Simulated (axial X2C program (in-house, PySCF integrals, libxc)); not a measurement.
# Density and ELF of Ge₂⁻

All values were computed with an in-house all-electron X2C program for linear molecules (integrals from PySCF). Two-component (2c) means X2C with spin–orbit coupling and atomic mean-field two-electron Coulomb and Gaunt terms. Basis: Ge dyall-acv3z [10s10p8d5f1g] (cores contracted in-house); Gaussian nuclei, density fitting, unrestricted open shells. Masses: Ge 73.921 u.

PBE0, two-component, state Ω = 3/2 (⟨Sz⟩ = 0.50, ⟨Lz⟩ = 1.00 at PBE0); Ge at z = 0, Ge at z = 2.291 Å.

The maps cover the half plane through the axis: z from -2.4 to 4.5 Å along the bond, ρ from 0.15 to 2.25 Å away from it (steps of 0.3 Å, the bottom row nearest the axis).

log10 of the density in e/bohr³:

digits 0 to 9 span -3.75 to 1.38 evenly
```
000111111122221111111000
001112222222222222221110
011222233333333333222111
112233333333333333332211
112333444444444444433221
122334455544445555443321
123344567655556776544322
123345689865557997544322
```

Electron localisation function (collinear form, no current term, damped to 0 at low density):

digits 0 to 9 span 0.00 to 1.00 evenly
```
000122222233332222221100
012344433334443334443320
124566554445554455665542
246777765555555556777754
467888643356654345788875
578887411136752112588887
688985146415731562278987
688984272723624626268987
```

Axial spin density in 10⁻³ e/bohr³:

digits 0 to 9 span -3.17 to 3.17 evenly, values beyond are clipped
```
555555555555555555555555
555555566666666666555555
555555677888888876655555
455556789999999998655555
445556899999999999765544
444456899999999999755444
444445664687788447644444
444433427543334914434444
```

The state is a single determinant with fixed occupations, the lowest that a limited PBE0 search found. Density functionals use the spin component along the axis (collinear). PBE0 can misorder states that lie within some tenths of an eV, so this need not be the ground state of the molecule. The nearest other 2c determinant of the search, Ω = 1/2, lies 0.10 eV up at the distance of the search. The functionals have no current-density term, which raises determinants with orbital currents, atoms included. The highest occupied level of some functionals is positive through self-interaction error; at Hartree–Fock it is bound.
